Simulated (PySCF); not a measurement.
**Question.** Write Cartesian coordinates for `C=[CH][Zn][CH3]` (ZnMe(vinyl)) as optimised with PBE0-D3(BJ)/def2-SVP. (Singlet state.)

**Answer.** 
```
atom  x, y, z in Å
Zn1   -0.072   -0.336    0.422
C2    -0.058   -0.319    2.364
H3    -0.726    0.463    2.763
H4     0.952   -0.124    2.759
H5    -0.395   -1.283    2.777
C6    -0.083   -0.341   -1.516
C7     0.197    0.728   -2.276
H8    -0.335   -1.262   -2.065
H9     0.463    1.704   -1.851
H10    0.180    0.694   -3.374
```

Any rigid rotation of these coordinates is as good. Atoms count from 1 in this order. The 4 heavy atoms lie in one plane (0.000 Å rms).

Bonds between heavy atoms (Å): Zn1–C2 1.943, Zn1–C6 1.938, C6–C7 1.341.

Method used: PBE0-D3(BJ)/def2-SVP geometry optimisation, gas phase in PySCF.

Point group: near Cs, missed by 0.12 Å at most; the miss may be what the optimiser left on a soft mode. No PBE0-D3(BJ)/def2-SVP frequencies stand behind this structure, so it isn't proved a minimum. Torsions: Zn1–C6–C7–H 0° and 180°.

The run took 28 s on one thread of an AMD EPYC 7B13, shared host, and the process peaked at 0.42 GiB of memory. This is the geometry optimisation.
